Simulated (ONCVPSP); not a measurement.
Logarithmic derivatives: Zn (Z = 30), ONCV

ONCVPSP 4.0.1 input, shortened (lines: element, Z, core and valence counts, functional; n l f; lmax; l rc ep ncon nbas qcut; lloc lpopt rc5 dvloc0; l nproj debl; icmod fcfact rcfact), PBE, scalar-relativistic:

```
  Zn 30.00    3    4        4      upf
    1    0    2.00
    2    0    2.00
    2    1    6.00
    3    0    2.00
    3    1    6.00
    3    2   10.00
    4    0    2.00
    2
    0    1.10    0.00    4    8   11.40
    1    1.05    0.00    4    7   13.30
    2    1.50    0.00    4    8    9.00
    4    5    0.90    0.00
    0    3    3.00
    1    2    2.00
    2    3    2.80
    0    0.00    0.00
```

In the p channel the program set the typed energies aside and used -3.065, 0.250 Ha.

The phase is arctan(r·R′/R) of the radial function R(r), unwrapped; energies in Ha, scanned from -6 to 5 Ha. A pole is an energy at which the radial function vanishes at the test radius. The pseudo phase is shifted by a multiple of π to meet the all-electron one at the reference energy, and phase errors are pseudo minus all-electron; the curves can meet again beyond the range given. Levels narrower than the energy grid can be missing from the lists of poles.

Task: For each channel, where are the poles, and over which energies does the pseudopotential scatter like the atom?

Result:

```csv
channel,radius (bohr),reference energy (Ha),"poles, all-electron","poles, pseudo",unbroken range about the reference energy with phases within 0.05 rad,phase error 1 Ha above the reference energy (rad)
s,1.12,-0.22,-3.78,-3.78,the whole range,+0.000
p,1.07,-3.06,-1.61,-1.61,the whole range,-0.000
d,1.52,-0.37,0.01,0.01,the whole range,-0.000
```

Phases in the d channel:

```
E (Ha)  all-electron  pseudo
 -5.96         1.341   1.340
 -5.68         1.334   1.334
 -5.40         1.327   1.326
 -5.12         1.318   1.318
 -4.84         1.310   1.309
 -4.56         1.300   1.300
 -4.28         1.289   1.288
 -4.00         1.276   1.276
 -3.72         1.262   1.262
 -3.44         1.246   1.246
 -3.16         1.226   1.226
 -2.88         1.204   1.203
 -2.60         1.175   1.175
 -2.32         1.139   1.139
 -2.04         1.092   1.092
 -1.76         1.024   1.024
 -1.48         0.919   0.918
 -1.20         0.728   0.727
 -0.92         0.306   0.305
 -0.64        -0.548  -0.548
 -0.36        -1.211  -1.211
 -0.08        -1.507  -1.507
  0.20        -1.669  -1.670
  0.48        -1.786  -1.786
  0.76        -1.889  -1.889
  1.04        -1.997  -1.997
  1.32        -2.126  -2.126
  1.60        -2.298  -2.298
  1.88        -2.542  -2.542
  2.16        -2.886  -2.886
  2.44        -3.299  -3.299
  2.72        -3.675  -3.675
  3.00        -3.949  -3.949
  3.28        -4.134  -4.134
  3.56        -4.261  -4.261
  3.84        -4.353  -4.353
  4.12        -4.421  -4.421
  4.40        -4.474  -4.474
  4.68        -4.517  -4.517
  4.96        -4.552  -4.552
```
